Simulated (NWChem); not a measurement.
Molecule: CH₃ClO₂W; SMILES [Cl][W](=[O])(=[O])[CH3]

Not confirmed as a minimum by frequencies. def2 effective core potentials on W; no spin-orbit coupling.

Give the equilibrium geometry at PBE0/def2-SVP with def2 effective core potentials on W (NWChem) as a Z-matrix, with the point group.

point group Cs; any orientation.
```
W
O 1 1.6971
O 1 1.6971 2 107.91
C 1 2.0960 2 104.12 3 -110.23
H 4 1.1010 1 111.43 2 56.33
H 4 1.1033 5 108.61 1 -120.40
H 4 1.1034 5 108.60 6 -119.24
Cl 1 2.2874 2 113.96 3 127.64
```
